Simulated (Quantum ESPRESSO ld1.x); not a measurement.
Q: The mean radii <r> (bohr) of the occupied orbitals of an atom or ion are listed with their occupations. Method: scalar-relativistic Kohn-Sham, LDA (Slater exchange, Perdew-Zunger correlation), spin-polarised, spherical densities, point nucleus; computed with ld1.x of Quantum ESPRESSO 7.5.

| orbital | occ. | <r> |
|---|---|---|
| 1s up | 1 | 0.05221 |
| 1s down | 1 | 0.05221 |
| 2s up | 1 | 0.2358 |
| 2s down | 1 | 0.2355 |
| 2p up | 3 | 0.2068 |
| 2p down | 3 | 0.2065 |
| 3s up | 1 | 0.6995 |
| 3s down | 1 | 0.7018 |
| 3p up | 3 | 0.7252 |
| 3p down | 3 | 0.7288 |
| 3d up | 5 | 0.8005 |
| 3d down | 2 | 0.8138 |
| 4f up | 1 | 4.266 |

Name the element and its charge. Open shells, if any, are filled with parallel spins first.

A: Z = 29, copper, charge +3: Cu3+ in [Ar] 3d7 4f1. The 1s radius gives Z: for a bare nucleus <r> = (2 gamma + 1)/(2Z) with gamma = sqrt(1 - (Z/c)^2), 0.05094 bohr for Z = 29, and screening makes it slightly larger (0.05221 here). The occupations add up to 26, and the charge is Z minus that.
